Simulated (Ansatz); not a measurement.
Ansatz (a program for electronic structure) input:

Ansatz 0.2 input:
```yaml
crystal:
  periodic: [false, false, false]
  atoms:
    - {symbol: C, position_ang: [-3.24606120, -0.21332206, -0.28226446]}
    - {symbol: C, position_ang: [-1.97772465, 0.08574842, 0.41325375]}
    - {symbol: C, position_ang: [-0.73385176, 0.42781498, -0.30894138]}
    - {symbol: C, position_ang: [0.51268534, -0.14753423, 0.37862967]}
    - {symbol: C, position_ang: [1.80507646, 0.21263345, -0.34030182]}
    - {symbol: C, position_ang: [3.02269544, -0.44497190, 0.28530129]}
    - {symbol: Cl, position_ang: [2.03654867, 1.99574131, -0.29525373]}
    - {symbol: H, position_ang: [-3.06462922, -0.55812636, -1.29886355]}
    - {symbol: H, position_ang: [-3.89027273, 0.67385573, -0.34556961]}
    - {symbol: H, position_ang: [-3.81737131, -0.97251096, 0.25455569]}
    - {symbol: H, position_ang: [-1.99625623, 0.21004359, 1.48288530]}
    - {symbol: H, position_ang: [-0.60534690, 1.52044375, -0.36028383]}
    - {symbol: H, position_ang: [-0.78705617, 0.06396727, -1.33874494]}
    - {symbol: H, position_ang: [0.43407831, -1.23696838, 0.40771997]}
    - {symbol: H, position_ang: [0.55786098, 0.21493765, 1.40723507]}
    - {symbol: H, position_ang: [1.73461236, -0.04164789, -1.40159737]}
    - {symbol: H, position_ang: [3.93121506, -0.13550403, -0.22569429]}
    - {symbol: H, position_ang: [3.10417630, -0.17147419, 1.33479200]}
    - {symbol: H, position_ang: [2.93251265, -1.52683809, 0.21121821]}
basis:
  gaussian:
    orbitals: def2-TZVP
hamiltonian:
  xc: b3lyp
  dispersion: d3bj
magnetization: {spin_polarized: true, initial_magnetization: 1}
relax: {f_tol: 0.002, max_steps: 150}
```

Q: Which total energy does the run end on?

A: -696.16724 Eh (B3LYP-D3(BJ)/def2-TZVP). The basis has 295 functions.

It need not be the lowest isomer of its formula.
